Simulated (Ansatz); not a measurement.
Gas-phase electronic energies from Ansatz, PBE0-D4/def2-TZVP geometries. CCSD(T)/CBS adds triple-zeta CCSD(T) − MP2 to the extrapolated MP2 energy (def2 sets, frozen cores). This one scheme is used for every species. Functionals use def2-TZVPP. For Ge outer-core shells are correlated without core-valence functions, which leaves a few kJ/mol of doubt a bond. Scalar relativity is left out up to krypton. One conformer a species, not always the lowest.

Consider the ligand exchange at a Ge–O bond: `[OH][GeH]([OH])[F]` + NH₃ → `[NH2][GeH]([OH])[F]` + H₂O.

```csv
level,ΔE (kJ/mol)
BLYP-D4,26.1
SCS-MP2/def2-TZVPP,25.3
```

**Question.** What does CCSD(T)/CBS give? (Best estimate.)

**Answer.** The calculation gave: +20.5 kJ/mol. The listed levels differ from it by 5.6, 4.8 kJ/mol.

**Question.** What do rigid-rotor, harmonic-oscillator terms from PBE0-D4/def2-TZVP frequencies (298.15 K, 1 bar) make of the CCSD(T)/CBS value? (Estimate.)

**Answer.** Computed: ΔZPE = -2.1 kJ/mol, ΔH = +19.0 kJ/mol, ΔS = 0 J/(mol·K), ΔG = +19.1 kJ/mol.

Largest T1 diagnostic among the species: 0.012.

Leaving LDA and LC-ωPBE aside and taking each functional with its dispersion term where it has one, the values, not all of them listed here, spread over 8.3 kJ/mol, from PBE0-D4 to B97M-V. LDA lies −3.8 kJ/mol from PBE without D4. At CCSD(T), def2-SVP lies +6.8 kJ/mol from the extrapolated value and def2-TZVPP +3.5 kJ/mol.
